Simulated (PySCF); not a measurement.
PBE0-D3(BJ)/def2-SVP geometry optimisation, IEF-PCM water with PySCF 2.14 and geomeTRIC: [Cr(OH)6]3-, charge -3, multiplicity 4. Start (model start, shaken):

```
13

Cr    0.0000    0.0045   -0.0041
O    -0.0134   -0.0068    1.9301
H     0.8009    0.0201    2.4776
O    -0.0093    0.0073   -1.9397
H    -0.7984   -0.0140   -2.4854
O     1.9554   -0.0202   -0.0069
H     2.4565    0.7807   -0.0276
O    -1.9485   -0.0190    0.0041
H    -2.4827   -0.8028   -0.0377
O    -0.0081    1.9443    0.0017
H    -0.0230    2.4778    0.7853
O    -0.0121   -1.9291   -0.0121
H    -0.0005   -2.4717   -0.8087
```

| step | E − E(start) / kcal mol⁻¹ | largest force / Eh bohr⁻¹ |
| --- | --- | --- |
| 0 | 0.00 | 0.04036 |
| 1 | -15.87 | 0.01247 |
| 2 | -28.92 | 0.02029 |
| 3 | -37.72 | 0.01224 |
| 4 | -38.10 | 0.00979 |
| 5 | -38.70 | 0.00415 |
| 6 | -38.94 | 0.00265 |
| 7 | -39.18 | 0.00694 |
| 8 | -39.34 | 0.00111 |
| 9 | -39.41 | 0.00070 |
| 10 | -39.46 | 0.00249 |
| 11 | -39.51 | 0.00064 |
| 12 | -39.54 | 0.00051 |
| 13 | -39.57 | 0.00022 |
| 14 | -39.57 | 0.00013 |
| 15 | -39.57 | 0.00017 |

The optimisation met its thresholds. End point:

```
13

Cr   -0.0057   -0.0013   -0.0097
O     0.1393    0.0835    2.0019
H     1.0997    0.0861    1.8585
O    -0.1545   -0.0876   -2.0223
H    -1.1141   -0.0932   -1.8732
O     2.0057    0.1442    0.0756
H     1.8620    1.1045    0.0814
O    -2.0187   -0.1500   -0.0968
H    -1.8702   -1.1097   -0.0985
O     0.0804    2.0099    0.1373
H     0.0834    1.8653    1.0975
O    -0.0929   -2.0141   -0.1576
H    -0.0975   -1.8666   -1.1175
```

Metal–donor distances, start → end: O2 1.934 → 2.019 Å, O4 1.936 → 2.020 Å, O6 1.956 → 2.018 Å, O8 1.949 → 2.020 Å, O10 1.940 → 2.018 Å, O12 1.934 → 2.020 Å.

No frequencies were computed, so the end point may be a saddle point.

The job took 7 min on one thread of Arm Neoverse V1 (shared host), with 145 basis functions and a peak of 1.3 GiB, launched as `OMP_NUM_THREADS=1 python lf_run.py task.json out`.
